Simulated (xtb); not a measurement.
xtb input (GFN2-xTB):

```bash
xtb mol.xyz --gfn 2 --sp --chrg -1 --uhf 0
```
mol.xyz:
```
13

Ge     1.53254420    -0.06948672     0.03692405
C     -0.36275593     0.04468807     0.01000572
C     -1.25430099    -0.59332383     0.91242740
C     -2.56631076    -0.31082895     0.50421406
C     -2.50242629     0.50029867    -0.65343792
C     -1.15100254     0.71850266    -0.95989115
H      2.23523050     1.19549776    -0.54422771
H      2.18479987    -1.24433165    -0.77287339
H      2.11538064    -0.25740546     1.47068520
H     -0.96538567    -1.18753497     1.77045526
H     -3.47121751    -0.64174829     0.99972447
H     -3.34995967     0.89840745    -1.19851860
H     -0.76948368     1.30467073    -1.78672376
```

Output:

```
           -------------------------------------------------
          |                Calculation Setup                |
           -------------------------------------------------

           -------------------------------------------------
          |                 G F N 2 - x T B                 |
           -------------------------------------------------

        Reference                      10.1021/acs.jctc.8b01176
      * Hamiltonian:
        H0-scaling (s, p, d)           1.850000    2.230000    2.230000
        zeta-weighting                 0.500000
      * Dispersion:
        s8                             2.700000
        a1                             0.520000
        a2                             5.000000
        s9                             5.000000
      * Repulsion:
        kExp                           1.500000    1.000000
        rExp                           1.000000
      * Coulomb:
        alpha                          2.000000
        third order                    shell-resolved
        anisotropic                    true
        a3                             3.000000
        a5                             4.000000
        cn-shift                       1.200000
        cn-exp                         4.000000
        max-rad                        5.000000

          ...................................................
          :                      SETUP                      :
          :.................................................:
          :  # basis functions                  37          :
          :  # atomic orbitals                  36          :
          :  # shells                           20          :
          :  # electrons                        32          :
          :  max. iterations                   250          :
          :  Hamiltonian                  GFN2-xTB          :
          :  restarted?                      false          :
          :  GBSA solvation                  false          :
          :  PC potential                    false          :
          :  electronic temp.          300.0000000     K    :
          :  accuracy                    1.0000000          :
          :  -> integral cutoff          0.2500000E+02      :
          :  -> integral neglect         0.1000000E-07      :
          :  -> SCF convergence          0.1000000E-05 Eh   :
          :  -> wf. convergence          0.1000000E-03 e    :
          :  Broyden damping             0.4000000          :
          :  net charge                         -1          :
          :  unpaired electrons                  0          :
          ...................................................

 iter      E             dE          RMSdq      gap      omega  full diag
   1    -16.5618861 -0.165619E+02  0.404E+00    4.15       0.0  T
   2    -16.5848840 -0.229979E-01  0.199E+00    4.30       1.0  T
   3    -16.5814966  0.338739E-02  0.108E+00    4.64       1.0  T
   4    -16.5859136 -0.441697E-02  0.761E-01    4.36       1.0  T
   5    -16.5867678 -0.854264E-03  0.171E-01    4.41       1.0  T
   6    -16.5868225 -0.547109E-04  0.161E-01    4.43       1.0  T
   7    -16.5868605 -0.379608E-04  0.137E-02    4.43       2.0  T
   8    -16.5868617 -0.118977E-05  0.719E-03    4.43       3.9  T
   9    -16.5868619 -0.210469E-06  0.160E-03    4.43      17.3  T
  10    -16.5868619 -0.363717E-08  0.124E-03    4.43      22.3  T
  11    -16.5868619 -0.171553E-08  0.149E-04    4.43     186.7  T
  12    -16.5868619 -0.159019E-10  0.965E-05    4.43     287.3  T

   *** convergence criteria satisfied after 12 iterations ***

         #    Occupation            Energy/Eh            Energy/eV
      -------------------------------------------------------------
         1        2.0000           -0.4382654             -11.9258
       ...           ...                  ...                  ...
        10        2.0000           -0.2471421              -6.7251
        11        2.0000           -0.2447458              -6.6599
        12        2.0000           -0.2389665              -6.5026
        13        2.0000           -0.2339403              -6.3658
        14        2.0000           -0.2180140              -5.9325
        15        2.0000           -0.1478367              -4.0228
        16        2.0000           -0.1452145              -3.9515 (HOMO)
        17                          0.0177175               0.4821 (LUMO)
        18                          0.0509497               1.3864
        19                          0.0670199               1.8237
        20                          0.0817619               2.2249
        21                          0.0996223               2.7109
       ...                                ...                  ...
        36                          1.1776482              32.0454
      -------------------------------------------------------------
                  HL-Gap            0.1629319 Eh            4.4336 eV
             Fermi-level           -0.0637485 Eh           -1.7347 eV

 SCC (total)                   0 d,  0 h,  0 min,  0.007 sec
 SCC setup                      ...        0 min,  0.000 sec (  1.057%)
 Dispersion                     ...        0 min,  0.000 sec (  0.812%)
 classical contributions        ...        0 min,  0.000 sec (  0.224%)
 integral evaluation            ...        0 min,  0.001 sec ( 16.728%)
 iterations                     ...        0 min,  0.003 sec ( 47.123%)
 molecular gradient             ...        0 min,  0.002 sec ( 32.692%)
 printout                       ...        0 min,  0.000 sec (  1.254%)

         :::::::::::::::::::::::::::::::::::::::::::::::::::::
         ::                     SUMMARY                     ::
         :::::::::::::::::::::::::::::::::::::::::::::::::::::
         :: total energy             -16.347781961625 Eh    ::
         :: gradient norm              0.041702156599 Eh/a0 ::
         :: HOMO-LUMO gap              4.433603851509 eV    ::
         ::.................................................::
         :: SCC energy               -16.586852421463 Eh    ::
         :: -> isotropic ES            0.099555740644 Eh    ::
         :: -> anisotropic ES          0.017688245774 Eh    ::
         :: -> anisotropic XC          0.007979496242 Eh    ::
         :: -> dispersion             -0.011274337169 Eh    ::
         :: repulsion energy           0.239070459838 Eh    ::
         :: add. restraining           0.000000000000 Eh    ::
         :: total charge              -1.000000000000 e     ::
         :::::::::::::::::::::::::::::::::::::::::::::::::::::

           -------------------------------------------------
          |                Property Printout                |
           -------------------------------------------------

    * Orbital Energies and Occupations

         #    Occupation            Energy/Eh            Energy/eV
      -------------------------------------------------------------
         1        2.0000           -0.4382654             -11.9258
       ...           ...                  ...                  ...
         4        2.0000           -0.3715375             -10.1100
         5        2.0000           -0.3326858              -9.0528
         6        2.0000           -0.3263421              -8.8802
         7        2.0000           -0.3039680              -8.2714
         8        2.0000           -0.2737398              -7.4488
         9        2.0000           -0.2731414              -7.4326
        10        2.0000           -0.2471421              -6.7251
        11        2.0000           -0.2447458              -6.6599
        12        2.0000           -0.2389665              -6.5026
        13        2.0000           -0.2339403              -6.3658
        14        2.0000           -0.2180140              -5.9325
        15        2.0000           -0.1478367              -4.0228
        16        2.0000           -0.1452145              -3.9515 (HOMO)
        17                          0.0177175               0.4821 (LUMO)
        18                          0.0509497               1.3864
        19                          0.0670199               1.8237
        20                          0.0817619               2.2249
        21                          0.0996223               2.7109
        22                          0.1600785               4.3560
        23                          0.2216781               6.0322
        24                          0.2354219               6.4062
        25                          0.3313076               9.0153
        26                          0.3342210               9.0946
        27                          0.3822474              10.4015
       ...                                ...                  ...
        36                          1.1776482              32.0454
      -------------------------------------------------------------
                  HL-Gap            0.1629319 Eh            4.4336 eV
             Fermi-level           -0.0637485 Eh           -1.7347 eV

     #   Z          covCN         q      C6AA      α(0)
     1  32 Ge       3.674     0.124   169.464    23.379
     2   6 C        2.982    -0.094    30.365     9.039
     3   6 C        3.025    -0.094    30.324     9.033
     4   6 C        3.015    -0.099    30.473     9.055
     5   6 C        3.015    -0.099    30.471     9.055
     6   6 C        3.025    -0.094    30.326     9.033
     7   1 H        0.920    -0.129     6.701     4.048
     8   1 H        0.915    -0.133     6.879     4.102
     9   1 H        0.920    -0.129     6.692     4.046
    10   1 H        0.925    -0.060     4.344     3.259
    11   1 H        0.925    -0.066     4.519     3.324
    12   1 H        0.925    -0.066     4.519     3.324
    13   1 H        0.925    -0.060     4.348     3.261

 Mol. C6AA /au·bohr⁶  :       3215.621950
 Mol. C8AA /au·bohr⁸  :     108158.008674
 Mol. α(0) /au        :         93.959035

Wiberg/Mayer (AO) data.
largest (>0.10) Wiberg bond orders for each atom

 ---------------------------------------------------------------------------
     #   Z sym  total        # sym  WBO       # sym  WBO       # sym  WBO
 ---------------------------------------------------------------------------
     1  32 Ge   3.688 --     2 C    0.990     9 H    0.850     7 H    0.849
                             8 H    0.840
     2   6 C    3.938 --     6 C    1.331     3 C    1.331     1 Ge   0.990
     3   6 C    3.957 --     4 C    1.460     2 C    1.331    10 H    0.967
     4   6 C    3.953 --     3 C    1.460     5 C    1.371    11 H    0.969
     5   6 C    3.953 --     6 C    1.460     4 C    1.371    12 H    0.969
     6   6 C    3.956 --     5 C    1.460     2 C    1.331    13 H    0.967
     7   1 H    0.983 --     1 Ge   0.849
     8   1 H    0.982 --     1 Ge   0.840
     9   1 H    0.983 --     1 Ge   0.850
    10   1 H    0.996 --     3 C    0.967
    11   1 H    0.995 --     4 C    0.969
    12   1 H    0.995 --     5 C    0.969
    13   1 H    0.996 --     6 C    0.967
 ---------------------------------------------------------------------------

Topologies differ in total number of bonds
Writing topology from bond orders to xtbtopo.mol

molecular dipole:
                 x           y           z       tot (Debye)
 q only:        1.242      -0.044       0.040
   full:        1.202      -0.064       0.022       3.059
molecular quadrupole (traceless):
                xx          xy          yy          xz          yz          zz
 q only:      -13.515       0.920       7.796      -0.313       2.936       5.719
  q+dip:      -12.383       0.815       6.251      -0.457       0.219       6.132
   full:      -13.376       1.027       7.000      -0.340       0.949       6.375

           -------------------------------------------------
          | TOTAL ENERGY              -16.347781961625 Eh   |
Note: The following floating-point exceptions are signalling: IEEE_UNDERFLOW_FLAG IEEE_DENORMAL
normal termination of xtb
          | GRADIENT NORM               0.041702156599 Eh/α |
          | HOMO-LUMO GAP               4.433603851509 eV   |
           -------------------------------------------------

------------------------------------------------------------------------
------------------------------------------------------------------------
 total:
 SCF:
```

It need not be the lowest isomer of its formula. Whether it binds its extra electron was not tested at this geometry.
